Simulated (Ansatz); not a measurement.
Stepwise reaction of `O[SiH](Cl)[Si](O)(Cl)Cl` with hydrogen, as a gas-phase model of exchange steps in deposition or etching. ΔE in kJ/mol.

Gas-phase electronic energies from Ansatz, PBE0-D4/def2-TZVP geometries. CCSD(T)/CBS is the MP2 limit (def2-TZVPP, def2-QZVPP) plus CCSD(T) − MP2 in def2-TZVPP, frozen cores. This one scheme is used for every species. Functionals use def2-TZVPP. B3LYP here is the variant with VWN-RPA as its local correlation; programs differ in this. Each species was taken in one conformer, which may not be the lowest.

```
step                                                       reaction  PBE-D4  B3LYP-D4  ωB97M-V  CCSD(T)/CBS
   1  `O[SiH](Cl)[Si](O)(Cl)Cl` + H₂ → `O[SiH2][Si](O)(Cl)Cl` + HCl    91.7      90.6     91.3         89.8
   2        `O[SiH2][Si](O)(Cl)Cl` + H₂ → `O[SiH2][SiH](O)Cl` + HCl    93.7      92.6     92.7         91.1
```

Question: Give the row of step 3, `O[SiH2][SiH](O)Cl` + H₂ → `O[SiH2][SiH2]O` + HCl. (An estimate is asked.)

Answer: Computed: 
```tsv
step	reaction	PBE-D4	B3LYP-D4	ωB97M-V	CCSD(T)/CBS
3	`O[SiH2][SiH](O)Cl` + H₂ → `O[SiH2][SiH2]O` + HCl	93.6	92.9	93.3	92.0
```

Question: By hand: ΔE of the 3 steps together at CCSD(T)/CBS.

Answer: (89.8) + (91.1) + (92.0) = 272.9 kJ/mol, or 91.0 kJ/mol a step.

In ΔE the steps differ by no more than 2.2 kJ/mol. All are uphill at CCSD(T)/CBS. PBE-D4 differs from CCSD(T)/CBS by 1.6 to 2.6 kJ/mol a step. Isolated molecules leave out the surface, adducts and barriers. Largest T1 diagnostic: 0.012.
